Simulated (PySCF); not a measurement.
From one molecule to another.

First species: C₁₀H₁₀O.
InChI=1S/C10H10O/c1-3-4-6-9(2)10-7-5-8-11-10/h3-8H,1-2H2/b6-4+

Second species: C₄H₁₁FO₂Si.
Atom-mapped SMILES: `[CH3:1][C:2]([CH3:3])([CH2:4][F:5])[O:6][SiH2:7][OH:8]` (hydrogens: H9, H10, H11 on C1; H12, H13, H14 on C3; H15, H16 on C4; H17, H18 on Si7; H19 on O8)

Geometry (GFN2-xTB, Å), atoms numbered from 1 in this order:
```
atom  x, y, z in Å
C1    -1.3135    1.3653   -0.5124
C2    -0.5367    0.1241   -0.0636
C3    -0.7136   -1.0100   -1.0703
C4    -1.0346   -0.3282    1.3210
F5    -2.3619   -0.6678    1.2815
O6     0.8069    0.4940    0.0824
Si7    2.1842   -0.3676    0.0688
O8     3.3385    0.7292    0.3495
H9    -2.3783    1.1513   -0.5330
H10   -0.9874    1.6633   -1.5051
H11   -1.1286    2.1868    0.1757
H12   -1.7676   -1.2572   -1.1628
H13   -0.1674   -1.8906   -0.7414
H14   -0.3300   -0.7047   -2.0398
H15   -0.9280    0.4792    2.0514
H16   -0.4811   -1.2104    1.6546
H17    2.4926   -0.9405   -1.2354
H18    2.1817   -1.3770    1.1309
H19    3.1149    1.5699    0.7406
```

Levels: PBE0/pcSseg-1 for dipole moment, HOMO energy, LUMO energy and HOMO–LUMO gap; GFN2-xTB for rotational constant A and rotational constant C. Geometries: GFN2-xTB. Each structure is a single optimised conformer of the isolated species, non-relativistic unless stated; the electronic structure was computed with PySCF and density fitting.

Dipoles, sizes and rotational constants follow the conformer. The torsions of the flexible species, by atom-mapped SMILES:
- `[CH2:1]=[CH:2]/[CH:3]=[CH:4]/[C:5](=[CH2:6])[c:7]1[cH:8][cH:9][cH:10][o:11]1`: C1–C2–C3–C4 179°, C3–C4–C5–C6 157°, C4–C5–C7–C8 -30°
- `[CH3:1][C:2]([CH3:3])([CH2:4][F:5])[O:6][SiH2:7][OH:8]`: C1–C2–C4–F5 61°, C1–C2–O6–Si7 -158°, C2–O6–Si7–O8 -178°, H–O8–Si7–O6 19°

```json
{"property": "dipole moment", "column X": "0.72 D", "column Y": "0.67 D"}
{"property": "HOMO energy", "column X": "-8.12 eV", "column Y": "-6.03 eV"}
{"property": "LUMO energy", "column X": "0.82 eV", "column Y": "-1.47 eV"}
{"property": "HOMO–LUMO gap", "column X": "8.94 eV", "column Y": "4.56 eV"}
{"property": "rotational constant A", "column X": "3.155 GHz", "column Y": "1.984 GHz"}
{"property": "rotational constant C", "column X": "0.859 GHz", "column Y": "0.514 GHz"}
```

Which column belongs to which species?

Column X is the second species and column Y the first. The first has 21 atoms and 78 electrons, the second 19 and 74.

How does each property change from the first species to the second?

dipole moment +0.05 D; HOMO energy -2.09 eV; LUMO energy +2.29 eV; HOMO–LUMO gap +4.38 eV; rotational constant A +1.171 GHz; rotational constant C +0.345 GHz.

On the first: The dipole equals about 2.2 × 10⁻³⁰ C·m (1 D = 3.33564 × 10⁻³⁰ C·m).

On the second: The dipole matches unit charges of opposite sign 0.15 Å apart (1 e·Å = 4.8032 D).
